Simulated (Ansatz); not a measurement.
C₂H₉ClO₅W, SMILES `C[O][W]([OH])([OH])([OH])([Cl])[O]C`. Total charge 0; spin multiplicity 1. Correlated methods include outer-core shells of W, which these sets cover unevenly. W: def2 effective core potential.

```json
{"atom": "C1", "x (Å)": "0.3934", "y (Å)": "-2.4449", "z (Å)": "-0.6233"}
{"atom": "O2", "x (Å)": "0.6050", "y (Å)": "-1.1523", "z (Å)": "-1.0968"}
{"atom": "W3", "x (Å)": "0.4164", "y (Å)": "0.5946", "z (Å)": "-0.5067"}
{"atom": "O4", "x (Å)": "0.1755", "y (Å)": "2.1687", "z (Å)": "0.5374"}
{"atom": "O5", "x (Å)": "-0.2815", "y (Å)": "1.3703", "z (Å)": "-2.0613"}
{"atom": "O6", "x (Å)": "2.1391", "y (Å)": "1.1422", "z (Å)": "-1.1047"}
{"atom": "Cl7", "x (Å)": "1.6064", "y (Å)": "-0.1660", "z (Å)": "1.4857"}
{"atom": "O8", "x (Å)": "-1.1875", "y (Å)": "-0.0040", "z (Å)": "0.2617"}
{"atom": "C9", "x (Å)": "-1.9777", "y (Å)": "0.3260", "z (Å)": "1.3605"}
{"atom": "H10", "x (Å)": "1.1341", "y (Å)": "-2.6770", "z (Å)": "0.1475"}
{"atom": "H11", "x (Å)": "0.4920", "y (Å)": "-3.1468", "z (Å)": "-1.4540"}
{"atom": "H12", "x (Å)": "-0.6097", "y (Å)": "-2.5179", "z (Å)": "-0.1900"}
{"atom": "H13", "x (Å)": "0.4856", "y (Å)": "2.2118", "z (Å)": "1.4443"}
{"atom": "H14", "x (Å)": "0.2399", "y (Å)": "1.9768", "z (Å)": "-2.5958"}
{"atom": "H15", "x (Å)": "2.9270", "y (Å)": "1.1043", "z (Å)": "-0.5602"}
{"atom": "H16", "x (Å)": "-2.9941", "y (Å)": "-0.0372", "z (Å)": "1.1908"}
{"atom": "H17", "x (Å)": "-1.5718", "y (Å)": "-0.1589", "z (Å)": "2.2550"}
{"atom": "H18", "x (Å)": "-1.9921", "y (Å)": "1.4101", "z (Å)": "1.5098"}
```

(1) Give the diagnostics of a CCSD(T)/def2-TZVPP run (frozen core, the Gaussian-basis code of Ansatz). (Best estimate.)

## Answers

(1) Computed: T1 = 0.0213, largest single amplitude 0.060, largest double 0.023, (T) share of the correlation energy 4.6 %, 14 CCSD cycles. The RHF solution is stable towards an unrestricted one. T1 lies over the customary mark of 0.02 for closed shells; compounds of d metals often pass it without a breakdown.
